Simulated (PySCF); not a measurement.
NICS in isomers of C6H7FS.

NICS = −σ at a ghost point: NICS(0) at the centroid of the ring atoms, NICS(1) 1 Å to either side along the normal of their mean plane, zz for the tensor component along that normal. Level: GIAO PBE0/pcSseg-1 (PySCF, non-relativistic, gas phase) on the GFN2-xTB geometries, one conformer each. Atom numbers follow the mapped SMILES.

Question: Order these rings by mean NICS(1)zz, lowest (most negative) first (ppm).
A. ring C2–C3–C4–C5–S8 in `[CH3:1][c:2]1[cH:3][cH:4][c:5]([CH2:6][F:7])[s:8]1`
B. ring C2–C3–C4–C5–C6–C8 in `[F:1][C@@H:2]1[CH2:3][CH:4]=[CH:5][C:6](=[S:7])[CH2:8]1`
C. ring C3–C4–C5–C6–C8 in `[F:1]/[CH:2]=[C:3]1\[CH2:4][CH2:5][C:6](=[S:7])[CH2:8]1`
D. ring C4–C5–C6–C7–S8 in `[F:1][CH2:2][CH2:3][c:4]1[cH:5][cH:6][cH:7][s:8]1`

Answer: D (-25.7), A (-23.5), C (-1.9), B (1.4).

```
             SMILES                                                    ring  NICS(0)  NICS(1)  NICS(1)zz  HOMA  rms pucker (Å)  ring atoms with four or more neighbours
         FCCc1cccs1       5-membered ring with S; formal bonds all aromatic    -12.1    -10.9      -25.7  0.77            0.00                                        0
       Cc1ccc(CF)s1       5-membered ring with S; formal bonds all aromatic    -11.2    -10.4      -23.5  0.76            0.00                                        0
   F/C=C1\CCC(=S)C1          5-membered carbocycle; formal bonds all single      4.1     -1.7       -1.9     –            0.10                                        3
F[C@@H]1CC=CC(=S)C1  6-membered carbocycle; formal bonds 1 double, 5 single      2.1     -1.9        1.4     –            0.19                                        3
```

NICS(0) gives another order. The isotropic NICS(1) gives another order. HOMA uses Krygowski's 1993 parameters; it is left out where a ring has a four-coordinate atom, a triple bond, no multiple bond or a kind of bond without parameters. NICS(1) and NICS(1)zz are means over the two faces.
